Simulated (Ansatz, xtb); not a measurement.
## C4H9BF2Si: which of two isomers lies lower

Structure I: `C[C@@H]1C[C@H](B(F)F)[SiH2]1`, a singlet. Structure II: `FB(F)[SiH]1CCCC1`, a singlet. Both are isolated molecules in the gas phase, relaxed with PBE0-D3(BJ)/def2-SVP; the shapes shown needn't be the lowest conformers.

I (Å):

| atom | x (Å) | y (Å) | z (Å) |
| --- | --- | --- | --- |
| C | -1.3716 | 1.0735 | -1.2060 |
| C | -0.2458 | 0.9467 | -0.2019 |
| C | 1.1988 | 0.7891 | -0.7519 |
| C | 1.8896 | -0.0465 | 0.3594 |
| B | 2.8751 | -1.1674 | -0.0125 |
| F | 2.9044 | -1.6978 | -1.2288 |
| F | 3.7062 | -1.7031 | 0.8718 |
| Si | 0.1144 | -0.6087 | 0.8206 |
| H | -1.2535 | 1.9746 | -1.8312 |
| H | -1.4040 | 0.2053 | -1.8836 |
| H | -2.3522 | 1.1439 | -0.7104 |
| H | -0.2580 | 1.7992 | 0.5015 |
| H | 1.7079 | 1.7407 | -0.9808 |
| H | 1.1768 | 0.2050 | -1.6876 |
| H | 2.2593 | 0.5737 | 1.1917 |
| H | -0.2585 | -0.7036 | 2.2657 |
| H | -0.2773 | -1.8767 | 0.1296 |

II (Å):

```xyz
17

C    -0.8685    0.4062   -0.1811
C    -0.3223   -0.3886    1.0160
C     1.0524    0.1698    1.3888
C     1.9209    0.2233    0.1229
B     0.8522    2.7451   -1.6535
F     0.5987    3.6450   -0.7142
F     1.2191    3.2316   -2.8262
Si    0.6852    0.7671   -1.2269
H     0.7884   -0.0519   -2.4747
H    -1.2950    1.3644    0.1609
H    -1.6644   -0.1250   -0.7238
H    -1.0139   -0.3636    1.8742
H    -0.2124   -1.4509    0.7338
H     1.5278   -0.4241    2.1869
H     0.9270    1.1911    1.7908
H     2.8026    0.8713    0.2375
H     2.2934   -0.7832   -0.1332
```

Task: Estimate E(II) − E(I) at the level CCSD(T)/def2-SVP + ΔMP2/def2-TZVPP.

Result: Calculated at CCSD(T)/def2-SVP + ΔMP2/def2-TZVPP: E(II) − E(I) = −5.1 kcal/mol, so structure II lies lower.

Level by level:

```csv
level,geometry,E(II) − E(I) (kcal/mol),departure from the last row (kcal/mol),"job, with rough time for the two"
PBE0-D3(BJ)/def2-SVP,PBE0-D3(BJ)/def2-SVP,−4.8,+0.3,"optimisation, 1.9 min"
HF/def2-SVP,PBE0-D3(BJ)/def2-SVP,−2.7,+2.3,part of the CCSD(T) run
MP2/def2-SVP,PBE0-D3(BJ)/def2-SVP,−2.9,+2.1,part of the CCSD(T) run
CCSD(T)/def2-SVP,PBE0-D3(BJ)/def2-SVP,−3.8,+1.2,single point
CCSD(T)/def2-SVP + ΔMP2/def2-TZVPP,PBE0-D3(BJ)/def2-SVP,−5.1,,"single point, 2.4 min"
```

As drawn, II has 1 B–Si, 1 C–H in place of 1 C–B, 1 Si–H. Structure I has a 4-membered ring, II a 5-membered ring.

None of the levels shown reverses the order. The largest departure from CCSD(T)/def2-SVP + ΔMP2/def2-TZVPP is that of HF/def2-SVP, 2.3 kcal/mol. Levels run at GFN2-xTB geometries aren't shown. The last row adds to CCSD(T) the change of the MP2 difference between the two basis sets, here −1.2 kcal/mol.

With thermal terms from frequencies at re-optimised GFN2-xTB minima (ideal gas, soft modes damped towards free rotors, one conformer each, 298.15 K, 1 atm): on the last row, ΔE + ΔZPE = −2.6, ΔH = −2.9, ΔG = −2.6 kcal/mol.

The correlated steps freeze 12 core orbitals. Mirror images aren't counted in ΔG. Programs: Ansatz 0.2.0, xtb 6.7.1; the last row on 4 threads of Arm Neoverse V1 on a shared host.
